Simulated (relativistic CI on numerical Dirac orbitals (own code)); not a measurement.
**Sc2+: M2,3 absorption edge**

Computed with this model: Dirac-Coulomb-Breit CI, KLI orbitals optimised for each configuration, model QED (radiative potential, 1s self-energy scaled to tabulated hydrogen-like ionisation energies), valence Slater integrals scaled by 0.9, multiplet model of core-to-valence dipole absorption; configurations [Ar] 3d → [Ne] 3s2 3p5 3d2; 300 K; Lorentzian 0.8 eV and Gaussian 0.3 eV FWHM. Energies are those of the free ion, without screening or charge transfer. The branching ratio is the share of the lower-energy edge in the whole absorption, uncertain by about 0.02 where the edges overlap. S is read from ⟨S²⟩ = S(S + 1).

Field parameters in Wybourne normalisation: D3d B²₀ = −7Dσ, B⁴₀ = −14Dq − 21Dτ, B⁴₃ = −14√(10/7) Dq. The field is a parameter set, without covalency.

Computed curve for D3d, 10Dq = 15700, Dσ = -510, Dτ = 60 cm⁻¹, scaled to 100 at the maximum (points under 2 are left out and the grid is thinned):

| Energy (eV) | Intensity |
| --- | --- |
| 30.1 | 2.1 |
| 31.4 | 2.0 |
| 31.8 | 2.2 |
| 32.1 | 2.2 |
| 33.8 | 2.2 |
| 34.2 | 2.4 |
| 34.6 | 2.4 |
| 34.9 | 2.6 |
| 35.3 | 2.3 |
| 36.0 | 2.0 |
| 36.4 | 2.3 |
| 36.7 | 2.8 |
| 37.1 | 3.8 |
| 37.5 | 5.2 |
| 37.9 | 6.3 |
| 38.3 | 8.7 |
| 38.6 | 12.5 |
| 39.0 | 24.5 |
| 39.4 | 58.4 |
| 39.8 | 100.0 |
| 40.1 | 79.2 |
| 40.5 | 35.2 |
| 40.9 | 18.0 |
| 41.3 | 12.6 |
| 41.6 | 11.7 |
| 42.0 | 13.7 |
| 42.4 | 21.7 |
| 42.8 | 46.9 |
| 43.2 | 92.3 |
| 43.5 | 87.8 |
| 43.9 | 42.8 |
| 44.3 | 22.9 |
| 44.7 | 22.5 |
| 45.0 | 25.5 |
| 45.4 | 15.8 |
| 45.8 | 7.9 |
| 46.2 | 4.7 |
| 46.5 | 3.6 |
| 46.9 | 2.6 |
| 47.3 | 2.1 |

The ground state has S = 0.50, and the centroid lies at 41.50 eV.
